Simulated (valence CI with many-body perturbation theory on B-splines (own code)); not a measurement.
## E1 transitions of Xe³⁺

Computed by configuration interaction combined with many-body perturbation theory (CI+MBPT): five valence electrons over a frozen Dirac-Fock core [Kr] 4d10, a basis of 11 s, 11 p, 10 d, 8 f, 5 g, 2 h functions for each j, with the one-electron correlation potential Σ1, the two-electron term Σ2, the three-electron term Σ3, Breit, model QED; selected CI, second order for the rest, scaled by the run's own slope (own B-spline code, finite nucleus).

Against 60 measured levels this calculation errs by 338 cm⁻¹ on average and by 1240 at most. These come from a selection out of Saloman, J. Phys. Chem. Ref. Data 33, 765 (2004). Levels without a partner in it may be off by more. Among the levels kept, up to 2500 cm⁻¹ of a level comes from second order outside the variational space, and about a tenth of that is noise between levels of different J, which matters for small intervals. 9 measured levels below the end of the list, from 133027 cm⁻¹ on, found no clear computed partner, and computed levels of the same name lie up to 50070 cm⁻¹ from them.

Lines 201 to 250 of 600 in falling wavelength, among levels below 253805 cm⁻¹, chosen from the strongest by gf and those to the six lowest levels. Wavelengths and rates use the calculated energies, so an error of 300 cm⁻¹ moves a line at 2169 Å by 0.65 % and its rate by three times that or more. Electric multipoles are in the length gauge, E1 and E2 with the static RPA response of the core. Weak lines are less certain than strong ones. Lines between different terms over intervals too small for the method are left out, as are lines whose strength nearly cancels. Where a level lies close to another of its J and parity, the split of strength between their lines is uncertain. The highest levels of a list are the least certain.

Names give the largest LS component (configuration and term), which can be under half, so a name can repeat, a term be missing and a line seem to break the LS rules; names also repeat where a configuration has a term twice. Letters in brackets count levels of one name in rising energy.

| λ vac (Å) | λ from measured levels | Upper | Lower | A (s⁻¹) | log gf | Branch % |
| --- | --- | --- | --- | --- | --- | --- |
| 2264 |  | 5s2 5p2 6p 4P°_3/2 | 5s2 5p2 5d 4P_5/2 | 6.07e+07 | -0.73 | 6.1 |
| 2263 |  | 5s2 5p2 6p 2P°_1/2 [c] | 5s2 5p2 6s 2P_3/2 [b] | 1.22e+08 | -0.73 | 15.6 |
| 2262 |  | 5s2 5p2 6d 4D_5/2 | 5s2 5p2 6p 4P°_3/2 | 3.13e+08 | 0.16 | 13.9 |
| 2258 |  | 5s2 5p2 7s 2P_1/2 | 5s2 5p2 6p 4P°_1/2 | 2.06e+08 | -0.50 | 5.6 |
| 2258 |  | 5s2 5p2 6d 4D_3/2 | 5s2 5p2 6p 4P°_1/2 | 5.79e+08 | 0.25 | 39.8 |
| 2248 |  | 5s2 5p2 6d 2F_7/2 [b] | 4f 5s2 5p2 2F°_5/2 [a] | 2.55e+08 | 0.19 | 9.0 |
| 2248 |  | 5s2 5p2 6d 4P_3/2 | 5s2 5p2 6p 4P°_3/2 | 5.47e+08 | 0.22 | 23.0 |
| 2247 |  | 5s2 5p2 7s 4P_3/2 | 5s2 5p2 6p 4S°_3/2 | 2.20e+08 | -0.18 | 7.5 |
| 2241 |  | 5s2 5p2 6d 2F_5/2 | 5s2 5p2 6p 4S°_3/2 | 3.91e+08 | 0.25 | 16.7 |
| 2240 |  | 5s2 5p2 7s 4P_1/2 | 5s2 5p2 6p 4D°_3/2 [a] | 5.23e+08 | -0.10 | 18.9 |
| 2239 |  | 5s2 5p2 6d 4P_1/2 | 5s2 5p2 6p 4P°_3/2 | 7.64e+08 | 0.06 | 25.9 |
| 2233 |  | 5s2 5p2 6p 2P°_3/2 [c] | 5s2 5p2 5d 2D_5/2 [c] | 1.35e+08 | -0.39 | 13.4 |
| 2231 |  | 5s2 5p2 6d 2D_5/2 | 4f 5s2 5p2 2G°_7/2 [b] | 4.61e+07 | -0.69 | 1.6 |
| 2224 |  | 5s2 5p2 6d 2D_3/2 | 5s2 5p2 6p 2P°_3/2 [a] | 1.34e+08 | -0.40 | 4.4 |
| 2217 |  | 5s2 5p2 7s 4P_5/2 | 5s2 5p2 6p 4P°_3/2 | 1.54e+08 | -0.17 | 7.7 |
| 2215 |  | 5s2 5p2 6d 2D_3/2 | 4f 5s2 5p2 2F°_5/2 [a] | 9.68e+07 | -0.55 | 3.2 |
| 2212 |  | 4f 5s2 5p2 2F°_5/2 [a] | 5s2 5p2 5d 2G_7/2 | 2.89e+07 | -0.90 | 6.0 |
| 2211 |  | 5s2 5p2 6d 2P_3/2 | 4f 5s2 5p2 4D°_3/2 | 9.05e+07 | -0.58 | 4.9 |
| 2208 |  | 5s2 5p2 6d 4D_5/2 | 5s2 5p2 6p 4D°_7/2 | 9.25e+07 | -0.39 | 4.1 |
| 2207 |  | 4f 5s2 5p2 2F°_5/2 [c] | 5s2 5p2 5d 2D_3/2 [a] | 5.86e+07 | -0.59 | 10.6 |
| 2207 |  | 5s2 5p2 7s 4P_3/2 | 5s2 5p2 6p 4D°_5/2 | 2.00e+08 | -0.23 | 6.8 |
| 2203 |  | 5s2 5p2 7s 2P_1/2 | 5s2 5p2 6p 4S°_3/2 | 1.08e+08 | -0.80 | 3.0 |
| 2198 |  | 5s2 5p2 6d 4F_7/2 | 4f 5s2 5p2 4F°_5/2 | 8.62e+07 | -0.30 | 7.4 |
| 2195 |  | 4f 5s2 5p2 2G°_9/2 [c] | 5s2 5p2 5d 2G_7/2 | 1.44e+08 | 0.02 | 75.4 |
| 2187 |  | 5s2 5p2 6d 4F_5/2 [b] | 4f 5s2 5p2 4D°_3/2 | 1.80e+08 | -0.11 | 9.4 |
| 2174 |  | 5s2 5p2 6d 2P_3/2 | 5s2 5p2 6p 4D°_3/2 [b] | 1.87e+08 | -0.28 | 10.0 |
| 2169 |  | 4f 5s2 5p2 2D°_3/2 [b] | 5s2 5p2 6s 2P_1/2 | 5.13e+07 | -0.84 | 10.6 |
| 2169 | 2214 | 4f 5s2 5p2 4G°_5/2 | 5s2 5p2 5d 4F_3/2 [b] | 5.67e+07 | -0.62 | 20.8 |
| 2165 |  | 5s2 5p2 6d 4D_3/2 | 5s2 5p2 6p 4D°_5/2 | 1.55e+08 | -0.36 | 10.6 |
| 2164 |  | 5s2 5p2 7s 4P_5/2 | 5s2 5p2 6p 4D°_7/2 | 3.50e+08 | 0.17 | 17.4 |
| 2158 |  | 4f 5s2 5p2 2D°_5/2 [b] | 5s2 5p2 6s 2P_3/2 [a] | 6.05e+07 | -0.60 | 7.9 |
| 2158 |  | 5s2 5p2 6d 2F_7/2 [a] | 5s2 5p2 6p 2D°_5/2 [a] | 6.07e+08 | 0.53 | 55.9 |
| 2151 |  | 4f 5s2 5p2 2G°_9/2 [a] | 5s2 5p2 5d 4F_9/2 | 2.09e+07 | -0.84 | 9.8 |
| 2150 |  | 5s2 5p2 6d 4F_5/2 [b] | 5s2 5p2 6p 4D°_3/2 [b] | 4.00e+08 | 0.22 | 20.8 |
| 2149 | 2185 | 4f 5s2 5p2 4D°_5/2 | 5s2 5p2 5d 4D_3/2 | 6.41e+07 | -0.57 | 15.5 |
| 2147 |  | 4f 5s2 5p2 2G°_7/2 [a] | 5s2 5p2 5d 2F_5/2 [a] | 1.54e+08 | -0.07 | 63.3 |
| 2144 | 2187 | 4f 5s2 5p2 4G°_7/2 | 5s2 5p2 5d 4F_5/2 | 1.80e+08 | 0.00 | 61.7 |
| 2137 |  | 4f 5s2 5p2 2F°_5/2 [b] | 5s2 5p2 5d 2G_7/2 | 2.56e+07 | -0.98 | 3.8 |
| 2134 |  | 4f 5s2 5p2 2G°_7/2 [a] | 5s2 5p2 5d 4F_7/2 | 1.96e+07 | -0.97 | 8.0 |
| 2134 |  | 5s2 5p2 6d 4D_5/2 | 4f 5s2 5p2 2D°_3/2 [a] | 2.05e+07 | -1.08 | 0.9 |
| 2132 | 2164 | 4f 5s2 5p2 2G°_9/2 [b] | 5s2 5p2 5d 4D_7/2 | 1.82e+08 | 0.09 | 83.0 |
| 2121 |  | 4f 5s2 5p2 4G°_11/2 | 5s2 5p2 5d 4F_9/2 | 2.25e+08 | 0.26 | 100.0 |
| 2121 |  | 5s2 5p2 6d 4P_3/2 | 4f 5s2 5p2 2D°_3/2 [a] | 3.96e+07 | -0.97 | 1.7 |
| 2119 |  | 5s2 5p2 7s 4P_3/2 | 4f 5s2 5p2 4D°_3/2 | 3.44e+07 | -1.03 | 1.2 |
| 2113 |  | 5s2 5p2 6d 2F_5/2 | 4f 5s2 5p2 4D°_3/2 | 8.05e+07 | -0.49 | 3.4 |
| 2113 |  | 5s2 5p2 6d 4P_1/2 | 4f 5s2 5p2 2D°_3/2 [a] | 1.06e+08 | -0.85 | 3.6 |
| 2112 |  | 5s2 5p2 6d 2F_7/2 [b] | 5s2 5p2 6p 4D°_7/2 | 6.00e+07 | -0.49 | 2.1 |
| 2109 |  | 5s2 5p2 6d 4F_3/2 | 5s2 5p2 6p 4D°_1/2 | 8.43e+08 | 0.35 | 61.2 |
| 2108 |  | 4f 5s2 5p2 2P°_1/2 | 5s2 5p2 5d 2P_1/2 [b] | 1.04e+08 | -0.86 | 19.4 |
| 2108 |  | 4f 5s2 5p2 2G°_9/2 [a] | 5s2 5p2 5d 2F_7/2 [a] | 1.87e+08 | 0.09 | 87.9 |

Q: How does gf follow from A for the line at 2217 Å?

A: gf = 1.4992 × (2J+1)_upper × A / σ², with σ = 45111 cm⁻¹ and 2J+1 = 6: gf = 0.682.
